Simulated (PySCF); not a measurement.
Rb⁺ (rubidium, charge +1): MN15 calculation

Configuration: [Kr], closed-shell 1S. Computed with PySCF 2.14 in aug-cc-pwCVTZ-X2C with one added diffuse shell each of s, p, d, f type (11s10p8d4f, 109 functions), with scalar relativity by spin-free X2C-1e.

| Item | Value |
| --- | --- |
| Total energy | -2982.69 hartree |
| One-electron energy | -4122.56 hartree |
| Hartree (Coulomb) energy | 1243.06 hartree |
| Exchange-correlation energy | -103.20 hartree |
| ⟨S²⟩ | 0.0000 |
| ⟨L²⟩ | 0.000 |
| Sum of ⟨r⟩ | 23.93 bohr |
| Sum of ⟨r²⟩ | 31.23 bohr² |
| Langevin diamagnetic susceptibility | -24.7 ×10⁻⁶ cm³/mol |
| Time after the integrals | roughly 6 core-seconds |

```
shell  electrons  mean orbital energy (hartree)  rms radius, mean of both spins (bohr)
   1s          2                     -552.19800                                 0.0464
   2s          2                      -73.39687                                  0.196
   2p          6                      -65.77254                                  0.171
   3s          2                      -10.97639                                  0.561
   3p          6                       -8.54450                                  0.564
   3d         10                       -4.22794                                  0.582
   4s          2                       -1.50146                                   1.57
   4p          6                       -0.88976                                   1.83
```

Densities and radii are taken from the X2C orbitals without a picture-change correction, which distorts them close to the nucleus.
